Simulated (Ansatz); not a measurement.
`C[SiH](C)P` + PH₃ → `PP` + `C[SiH2]C` at 400 K and 1 bar (cleavage of the P–Si bond).

Isolated molecules relaxed with PBE0-D4/def2-TZVP in Ansatz; ΔE leaves out vibrations. CCSD(T)/CBS is the MP2 limit (def2-TZVPP, def2-QZVPP) plus CCSD(T) − MP2 in def2-TZVPP, frozen cores. This one scheme is used for every species. Each species was taken in one conformer, which may not be the lowest.

| species | CCSD(T)/CBS energy (Eh) | H − E (kJ/mol) | S (J/(mol·K)) |
| --- | --- | --- | --- |
| `C[SiH](C)P` | -711.56475 | 299.7 | 395.3 |
| PH₃ | -342.72256 | 77.1 | 221.7 |
| `PP` | -684.26248 | 112.6 | 293.5 |
| `C[SiH2]C` | -370.01595 | 264.2 | 327.2 |

H − E and S are ideal-gas, rigid-rotor, harmonic terms from PBE0-D4/def2-TZVP, for one conformer and one mirror image of each species. 1 Eh = 2625.50 kJ/mol, R = 8.31446 J/(mol·K).

**Question.** By hand: ΔE, ΔH, ΔS and ΔG.

**Answer.** ΔE = (-684.26248) + (-370.01595) − (-711.56475) − (-342.72256) = 0.00888 Eh = 23.3 kJ/mol. Δ(H − E) = 112.6 + 264.2 − 299.7 − 77.1 = 0.0, so ΔH = 23.3 kJ/mol. ΔS = 293.5 + 327.2 − 395.3 − 221.7 = 3.7 J/(mol·K). ΔG = 23.3 − 400 × (3.7)/1000 = 21.8 kJ/mol.

**Question.** By hand: the equilibrium constant, and the temperature at which ΔG would vanish if ΔH and ΔS stayed fixed.

**Answer.** log₁₀ K = −ΔG/(RT ln 10) = -2.8. ΔG = 0 at ΔH/ΔS = 6297 K, far beyond where these terms or the molecules hold.

The number of gas molecules stays the same, so ΔS is small and ΔH decides. A doubt of 5 kJ/mol in ΔE shifts log₁₀ K by 0.7 here. Other conformers and mirror images would add mixing entropy, several J/(mol·K) or more a flexible species. These are equilibria of isolated gas molecules and say nothing of rates. Largest T1 diagnostic: 0.014 (customary marks: 0.02 for closed shells, 0.045 for open ones).
